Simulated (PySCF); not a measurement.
A side-by-side comparison of computed properties.

First species: C8H12.
Numbering: `[CH2:1]=[CH:2][C@@:3]1([CH3:4])[CH2:5][C:6]12[CH2:7][CH2:8]2` (hydrogens: H9, H10 on C1; H11 on C2; H12, H13, H14 on C4; H15, H16 on C5; H17, H18 on C7; H19, H20 on C8)

Structure used (GFN2-xTB), in Å, numbered top down from 1:
```xyz
20
C8H12 angstrom
C     -2.3296    1.4460   -0.3121
C     -1.0988    1.0768   -0.6261
C     -0.4520   -0.2002   -0.2664
C     -1.2591   -1.1780    0.5580
C      0.5216   -0.7810   -1.2937
C      1.0245   -0.1673   -0.0496
C      1.9598   -0.5189    1.0394
C      2.0458    0.8245    0.3471
H     -2.7205    2.4028   -0.6136
H     -2.9979    0.8200    0.2529
H     -0.4675    1.7489   -1.1944
H     -2.1507   -1.4917    0.0180
H     -1.5631   -0.7197    1.4975
H     -0.6616   -2.0578    0.7843
H      0.6547   -0.2510   -2.2265
H      0.5586   -1.8563   -1.3948
H      1.5853   -0.5450    2.0529
H      2.7351   -1.2466    0.8441
H      2.8795    1.0051   -0.3167
H      1.7306    1.7001    0.8966
```

Second species: C8H12.
SMILES: `C=CC(C)(C)C#CC`

Levels: PBE0/pcSseg-1 for dipole moment, HOMO energy, LUMO energy and HOMO–LUMO gap; GFN2-xTB for rotational constant A and rotational constant C. Geometries: GFN2-xTB. All species are isolated and taken at one optimised geometry, non-relativistic unless stated; the electronic structure was computed with PySCF and density fitting.

The conformers computed, where there is a choice (atom-mapped SMILES and torsion angles):
- `[CH2:1]=[CH:2][C@@:3]1([CH3:4])[CH2:5][C:6]12[CH2:7][CH2:8]2`: C1–C2–C3–C4 -1°
- `[CH2:1]=[CH:2][C:3]([CH3:4])([CH3:5])[C:6]#[C:7][CH3:8]`: C1–C2–C3–C4 120°

| property | column X | column Y |
| --- | --- | --- |
| dipole moment | 0.49 D | 0.55 D |
| HOMO energy | -7.18 eV | -6.82 eV |
| LUMO energy | 0.56 eV | 0.48 eV |
| HOMO–LUMO gap | 7.74 eV | 7.30 eV |
| rotational constant A | 2.718 GHz | 3.443 GHz |
| rotational constant C | 1.124 GHz | 1.370 GHz |

Which column belongs to which species?

Column X is the second species and column Y the first. The first has 20 atoms and 60 electrons, the second 20 and 60.

How does each property change from the first species to the second?

dipole moment -0.06 D; HOMO energy -0.36 eV; LUMO energy +0.08 eV; HOMO–LUMO gap +0.44 eV; rotational constant A -0.725 GHz; rotational constant C -0.246 GHz.

On the first: The dipole matches unit charges of opposite sign 0.12 Å apart (1 e·Å = 4.8032 D).

On the second: In atomic units the dipole is 0.19 e·bohr (1 au = 2.5417 D).
